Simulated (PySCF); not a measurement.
## Ca⁺ (calcium, charge +1): UHF calculation

Configuration: [Ar] 4s1, 2S determinant. Calculation: PySCF 2.14, in aug-cc-pVDZ-X2C (6s5p3d, 36 functions); scalar relativity by spin-free X2C-1e.

- Total energy: -679.440087 hartree
- One-electron energy: -925.4331 hartree
- Hartree (Coulomb) energy: 281.3337 hartree
- Exchange energy: -35.3407 hartree
- ⟨S²⟩: 0.7502
- ⟨L²⟩: 0.000
- Sum of ⟨r⟩: 16.51 bohr
- Sum of ⟨r²⟩: 31.29 bohr²
- Langevin diamagnetic susceptibility: -24.8 ×10⁻⁶ cm³/mol

| shell | electrons | mean orbital energy (eV) | rms radius, mean of both spins (bohr) |
| --- | --- | --- | --- |
| 1s α | 1 | -4091.7 | 0.0888 |
| 1s β | 1 | -4091.7 | 0.0888 |
| 2s α | 1 | -468.51 | 0.393 |
| 2s β | 1 | -468.40 | 0.393 |
| 2p α | 3 | -377.99 | 0.362 |
| 2p β | 3 | -377.95 | 0.362 |
| 3s α | 1 | -68.348 | 1.24 |
| 3s β | 1 | -68.068 | 1.24 |
| 3p α | 3 | -43.187 | 1.38 |
| 3p β | 3 | -43.069 | 1.38 |
| 4s α | 1 | -11.366 | 3.97 |

Densities and radii are taken from the X2C orbitals without a picture-change correction, which distorts them close to the nucleus.
